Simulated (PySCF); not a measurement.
B(F)(GeH3)(OMe) (CH6BFGeO), SMILES CO[B](F)[GeH3]. Atoms are numbered in the order given.

```xyz
11

B      0.6958     0.6745     0.0000
F      2.0311     0.7294     0.0000
Ge    -0.2359    -1.1952     0.0000
H     -1.1463    -1.3727     1.2336
H     -1.1463    -1.3727    -1.2336
H      0.7924    -2.3378     0.0000
O      0.0624     1.8629     0.0000
C     -1.3443     2.0345     0.0000
H     -1.6316     2.6054     0.8951
H     -1.6316     2.6054    -0.8951
H     -1.8807     1.0712     0.0000
```
Charge 0, spin multiplicity 1.

Coordinates come from a TPSSh-D3(BJ)/def2-SVP optimisation. This is a generated structure with no PubChem entry under its InChIKey; it may be hypothetical. The values are those of a single conformer.

Two levels are set side by side: PBE/pcSseg-1 (PySCF) and HF/pcSseg-1 (PySCF). GIAO shifts against BF3 (¹¹B), CFCl3 (¹⁹F), GeH4 (⁷³Ge), H2O (¹⁷O), TMS (¹H), TMS (¹³C) at the same level; non-relativistic, no solvent, atoms listed together averaged. Differences are taken from unrounded values.

```json
[
 {"quantity": "δ(¹¹B) of B1 (ppm)", "HF": "22.5"},
 {"quantity": "δ(¹⁹F) of F2 (ppm)", "HF": "-25.6"},
 {"quantity": "δ(⁷³Ge) of Ge3 (ppm)", "HF": "-30.6"},
 {"quantity": "δ(¹⁷O) of O7 (ppm)", "HF": "128.6"},
 {"quantity": "δ(¹³C) of C8 (ppm)", "HF": "53.5"}
]
```

Problem. What does PBE give, and how far is it from HF? (An estimate is asked for; the answer gives what the named calculation found.)

Solution. 
| quantity | PBE | PBE minus HF |
|---|---|---|
| δ(¹¹B) of B1 (ppm) | 20.0 | -2.5 |
| δ(¹⁹F) of F2 (ppm) | -54.3 | -28.7 |
| δ(⁷³Ge) of Ge3 (ppm) | -49.9 | -19.3 |
| δ(¹⁷O) of O7 (ppm) | 188.6 | 60.0 |
| δ(¹³C) of C8 (ppm) | 60.4 | 7.0 |

Rough cost on one machine, each run with all the roots and properties that it gave: HF against PBE within a factor of 2.
